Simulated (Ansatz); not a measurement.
Basis sets compared for Cs₃I₄. Total charge 0; doublet. Geometry PBE0-D4/def2-SVP. Ansatz on 4 threads of Intel Xeon 6975P-C on a shared host; times are rough, and most runs start from earlier orbitals.

```xyz
7

Cs   -0.280    2.147    2.212
Cs   -1.632   -3.136    0.733
Cs    0.382    0.884   -2.190
I    -2.668    0.254    0.044
I     1.286   -2.827   -1.591
I     1.618   -1.251    1.250
I     1.294    3.929   -0.458
```

In the def2 sets Cs, I take a core potential; there is no spin–orbit coupling. At PBE-D4/def2-SVP, PBE-D4/def2-TZVP the gap within one spin of the charge 0 doublet nearly closes, so an electron or hole may be smeared out by delocalisation error. In the doublet, I5 and I6 lie 3.27 Å apart (atoms count from 1), so these atoms are partly bonded to each other. The structure comes from a short search, and lower isomers may exist.

Binding counts from free atoms (Cs doublet, I doublet) in the same basis, without a counterpoise term.

```csv
level,functions,energy (Eh),HOMO (eV),LUMO (eV),binding per atom (eV),wall time
PBE-D4/def2-SVP,176,-1251.6026,-4.50,-4.50,2.09,13 s
PBE0-D4/def2-SVP,176,-1251.6970,-5.50,-3.88,2.10,7.5 s
```

Q: Estimate the rows for PBE-D4/def2-TZVP (with forces), PBE0-D4/def2-TZVP.

A: 
| level | functions | energy (Eh) | HOMO (eV) | LUMO (eV) | binding per atom (eV) | wall time |
| --- | --- | --- | --- | --- | --- | --- |
| PBE-D4/def2-TZVP (with forces) | 287 | -1251.6409 | -4.60 | -4.53 | 2.09 | 17 s |
| PBE0-D4/def2-TZVP | 287 | -1251.7308 | -5.61 | -3.85 | 2.09 | 15 s |
